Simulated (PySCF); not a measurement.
C₃H₁₁ClSi₂.

```xyz
17

C     -1.4059    -1.5178     0.7053
Si    -0.7785     0.1275     0.0807
C     -2.1406     1.4043     0.0065
Cl    -0.0939    -0.1691    -1.8774
C      0.6783     0.7257     1.0951
Si     2.2936    -0.2170     0.8583
H     -2.2243    -1.8871     0.0688
H     -0.6051    -2.2723     0.7045
H     -1.7876    -1.4197     1.7344
H     -1.7705     2.3482    -0.4213
H     -2.5271     1.6119     1.0175
H     -2.9766     1.0506    -0.6160
H      0.8660     1.7896     0.8699
H      0.3893     0.6718     2.1601
H      2.9272     0.1316    -0.4460
H      2.0522    -1.6928     0.9008
H      3.2516     0.1228     1.9567
```
Charge 0, spin multiplicity 1.

The structure is a stationary point at PBE0-D3(BJ)/def2-SVP. The structure was generated by enumeration, and PubChem lists no compound with its InChIKey, so it may never have been made. The values are those of a single conformer.

Level of theory: PySCF with KT2/pcSseg-1. Non-relativistic, no solvent.

Task: Give the absolute GIAO shielding of each atom: isotropic value and principal components (ppm). (An estimate is asked for; the answer gives what the named calculation found.)

Result: 
| atom | σ(iso) | σ11 | σ22 | σ33 | span |
|---|---|---|---|---|---|
| C1 | 180.6 | 169.4 | 181.2 | 191.4 | 22.0 |
| Si2 | 320.5 | 306.7 | 311.3 | 343.5 | 36.8 |
| C3 | 177.0 | 168.4 | 173.9 | 188.7 | 20.3 |
| Cl4 | 912.4 | 877.5 | 887.2 | 972.6 | 95.2 |
| C5 | 185.8 | 175.3 | 185.1 | 196.8 | 21.5 |
| Si6 | 434.6 | 411.3 | 416.9 | 475.6 | 64.3 |
| H7 | 30.8 | 26.8 | 28.4 | 37.2 | 10.5 |
| H8 | 30.4 | 25.8 | 29.3 | 36.1 | 10.2 |
| H9 | 31.2 | 27.2 | 28.2 | 38.2 | 11.0 |
| H10 | 30.7 | 26.8 | 28.7 | 36.6 | 9.8 |
| H11 | 31.0 | 27.0 | 28.4 | 37.7 | 10.7 |
| H12 | 30.7 | 26.6 | 28.3 | 37.1 | 10.5 |
| H13 | 31.0 | 26.3 | 29.4 | 37.3 | 11.0 |
| H14 | 31.4 | 26.4 | 29.3 | 38.5 | 12.1 |
| H15 | 27.0 | 23.1 | 26.3 | 31.8 | 8.7 |
| H16 | 27.2 | 23.3 | 26.8 | 31.5 | 8.2 |
| H17 | 27.2 | 23.6 | 24.7 | 33.2 | 9.6 |
